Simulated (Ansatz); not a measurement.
Basis-set series for `C=C[SiH](F)O[SiH3]`. The species carries charge 0 and has multiplicity 1. Geometry: relaxed with PBE0-D4/def2-TZVP. It is one conformer, not always the lowest.

```
functional       basis  functions  energy (Eh)  HOMO (eV)  LUMO (eV)
   PBE0-D4    def2-SVP        127   -833.70219      -8.28      -0.58
   PBE0-D4  def2-QZVPP        578   -834.26226      -8.37      -0.87
   ωB97M-V    def2-SVP        127   -834.07918     -10.54       1.64
   ωB97M-V  def2-QZVPP        578   -834.64653     -10.63       1.12
```

Problem. Give the rows for def2-TZVPP. (Best estimate.)

Solution. Computed: 
```
functional       basis  functions  energy (Eh)  HOMO (eV)  LUMO (eV)
   PBE0-D4  def2-TZVPP        306   -834.22703      -8.35      -0.81
   ωB97M-V  def2-TZVPP        306   -834.61401     -10.62       1.27
```

Positive LUMOs are unbound and depend on the basis.
